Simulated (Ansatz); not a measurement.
# A barrier at the coupled-cluster level

Start structure (Si₂NH₉O, closed shell), relaxed at PBE0-D4/def2-TZVP:

```xyz
13
angstrom
Si -1.1695 -0.0191 -0.3109
Si 0.3206 -0.5058 1.4298
H -1.2178 1.4246 -0.6415
H -0.8374 -0.8238 -1.5217
O -2.7394 -0.3436 0.1415
H 2.0953 0.0053 -1.2980
N 1.4194 0.7435 -1.1443
H 0.9753 0.7272 1.9516
H -0.3638 -1.1596 2.5863
H 1.3967 -1.4368 0.9848
H -2.9184 -1.2086 0.5115
H 1.1534 1.1095 -2.0503
H 1.8855 1.4872 -0.6387
```

The step: Si₂H₆O ([OH][SiH2][SiH3]) + NH₃ → SiNH₅O ([NH2][SiH2][OH]) + SiH₄; bonds formed: Si1–N7, Si2–H6; bonds broken: Si1–Si2, H6–N7. Program: Ansatz 0.2.0. Basis: def2-TZVPP and def2-QZVPP. Cores are frozen in the correlated methods. Extrapolation: Hartree–Fock as exp(−7.88 √X), correlation as X^−2.97. Energies below are by CCSD(T) at an estimated basis limit (MP2 extrapolated from triple and quadruple zeta, plus CCSD(T) − MP2 in triple zeta).

Q: What are the electronic barrier and the energy of the step, from the start structure to the end structure? (Judge from chemistry; the value comes from the calculation.)

A: Computed: Barrier 36.12 kcal/mol; step energy -14.54 kcal/mol (downhill); reverse barrier, their difference, 50.66 kcal/mol. Barrier and step energy count from the start structure, the reverse barrier from the end structure.

The saddle point: One imaginary mode of 252i cm⁻¹.
```
   pair  start (Å)  saddle (Å)  end (Å)
 Si1–N7       2.82        1.88     1.71
 Si2–H6       3.29        2.36     1.49
Si1–Si2       2.34        3.07     4.00
  H6–N7       1.01        1.06     3.32
```

Zero-point energy (harmonic, PBE0-D4): ZPE is 58.33 kcal/mol at the start and 57.99 kcal/mol at the saddle, so the barrier goes from 36.12 to 35.77 kcal/mol.

No T1 diagnostic of these runs exceeds 0.013.

Labels in which every atom is bracketed show which atoms are joined, not bond orders.

For scale, one of the runs: CCSD(T)/def2-TZVPP, 272 basis functions, launched by `ansatz run in.yaml --threads 8 --pin off --events-out ev --progress --plain --max-ram 19148MiB`. Time: 46 s of wall clock on 8 CPU threads of an Intel Xeon Platinum 8488C; the host was shared. Peak host memory: 6.9 GiB.
